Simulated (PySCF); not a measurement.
# Property card for `CC#C[Si]1(CC)CSC1`

C₇H₁₂SSi.
SMILES with atom numbers: `[CH3:1][C:2]#[C:3][Si:4]1([CH2:5][CH3:6])[CH2:7][S:8][CH2:9]1` (hydrogens: H10, H11, H12 on C1; H13, H14 on C5; H15, H16, H17 on C6; H18, H19 on C7; H20, H21 on C9)

Among its groups: alkyne, sulfide and C–Si bond.

GFN2-xTB geometry:

```yaml
Point_group_of_the_GFN2-xTB_geometry: C1
Rotational_constants_A_B_C_of_the_GFN2-xTB_geometry: 1.288, 0.780, 0.558 GHz
```

**PBE0/pcSseg-1 ground state and GIAO shieldings, non-relativistic (PySCF)**

```yaml
Dipole_moment: 3.47 D
HOMO_energy: -6.04 eV
LUMO_energy: -0.33 eV
HOMO–LUMO_gap: 5.71 eV
Lowest_Hirshfeld_atomic_charge: -0.18 e on C3/C7/C9
Highest_Hirshfeld_atomic_charge: +0.42 e on Si4
13C_chemical_shifts_computed_TMS_as_zero_by_class: 117.4 (C2), 85.3 (C3), 24.2 (C7/C9), 14.2 (C5), 7.9 (C6), 5.9 (C1) ppm
1H_chemical_shifts_computed_TMS_as_zero_by_class: 2.59 (H19/H21), 2.54 (H18/H20), 2.16 (H10/H11/H12), 1.07 (H15/H16/H17), 0.97 (H13/H14) ppm
Isotropic_shieldings_of_nuclei_other_than_C_and_H_by_class: 352 (Si4), 558 (S8) ppm
Mayer_bond_orders_between_heavy_atoms: C1–C2 1.19, C2–C3 2.52, C3–Si4 0.98, Si4–C5 0.93, C5–C6 1.05, Si4–C7 0.83, C7–S8 1.01, S8–C9 1.01, C9–Si4 0.83
```

Monoisotopic mass from the formula: 156.0429 u.

The rotational constants make it an asymmetric top with κ = (2B − A − C)/(A − C) = -0.39, nearer the prolate limit (−1). With B = h/(8π²I), that is 505.379 GHz u Å² over I, the principal moments of inertia are 392.4, 647.9 and 905.0 u Å² (most abundant isotopes); the inertial defect Ic − Ia − Ib is -135.3 u Å² (zero for a rigid planar frame, negative otherwise). The dipole equals about 11.6 × 10⁻³⁰ C·m (1 D = 3.33564 × 10⁻³⁰ C·m).

One conformer (not necessarily the lowest) at the GFN2-xTB geometry, without solvent or vibrations. GFN2-xTB frequencies show an imaginary mode (22i cm⁻¹), so this geometry is no minimum at that level. NMR classes are plain means over equivalent atoms (diastereotopic ones count apart unless rotation or inversion swaps them), as if these changed places fast; in this geometry the members of some classes differ.

Conformer computed: `[CH3:1][C:2]#[C:3][Si:4]1([CH2:5][CH3:6])[CH2:7][S:8][CH2:9]1`: C3–Si4–C5–C6 54°.
